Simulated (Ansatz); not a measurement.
Relaxation of CH10BNSi2 (15 atoms, charge 0, multiplicity 1), to a largest force component of 0.02 eV/Å in at most 50 steps.

All numbers below come from RKS PBE0/6-31G in Ansatz 0.2.0.

```xyz
15
Properties=species:S:1:pos:R:3
C -1.169 -0.449 1.323
N 0.015 -0.020 0.623
Si 0.315 1.732 0.889
B -0.064 -0.212 -0.887
Si 1.066 -1.427 -1.839
H -2.093 0.208 0.962
H -1.074 -0.262 2.412
H -1.388 -1.467 1.138
H 1.589 2.134 0.250
H -0.770 2.542 0.422
H 0.502 1.974 2.365
H -0.977 0.336 -1.467
H 1.735 -0.645 -2.878
H 0.263 -2.494 -2.422
H 2.028 -2.002 -0.863
```

Question: Where does it end, and by what steps?

Answer: The run converged. Limits of this set-up: no polarisation functions. After 16 steps the energy has fallen by 2.104 eV; H12 moved furthest, 2.29 Å.

| step | energy less start (eV) | largest force component (eV/Å) | accepted |
| --- | --- | --- | --- |
| 0 | 0.0000 | 2.627 | yes |
| 1 | -0.5690 | 1.295 | yes |
| 2 | -0.7540 | 0.655 | yes |
| 3 | -0.8933 | 0.520 | yes |
| 4 | -1.0393 | 0.464 | yes |
| 5 | -1.2013 | 0.412 | yes |
| 6 | -1.3525 | 0.377 | yes |
| 7 | -1.5063 | 0.384 | yes |
| 8 | -1.6778 | 0.375 | yes |
| 9 | -1.7951 | 0.513 | yes |
| 10 | -1.9013 | 0.355 | yes |
| 11 | -1.9885 | 0.343 | yes |
| 12 | -2.0516 | 0.184 | yes |
| 13 | -2.0938 | 0.162 | yes |
| 14 | -2.0965 | 0.234 | yes |
| 15 | -2.1033 | 0.094 | yes |
| 16 | -2.1043 | 0.015 | yes |

```xyz
15
Properties=species:S:1:pos:R:3
C -1.706 0.028 1.295
N -0.515 0.044 0.426
Si 0.615 1.427 0.765
B -0.318 -0.939 -0.557
Si 1.267 -1.046 -1.833
H -2.303 0.938 1.158
H -1.419 -0.039 2.352
H -2.325 -0.836 1.047
H 1.775 1.360 -0.173
H -0.141 2.716 0.593
H 1.074 1.332 2.195
H -1.166 -1.789 -0.647
H 1.405 0.175 -2.715
H 1.140 -2.231 -2.755
H 2.595 -1.191 -1.123
```

Whether the end is a true minimum wasn't checked by a vibrational analysis.

The run took 84 s on 1 thread of Arm Neoverse V2, on a shared host, peak memory 0.18 GiB.
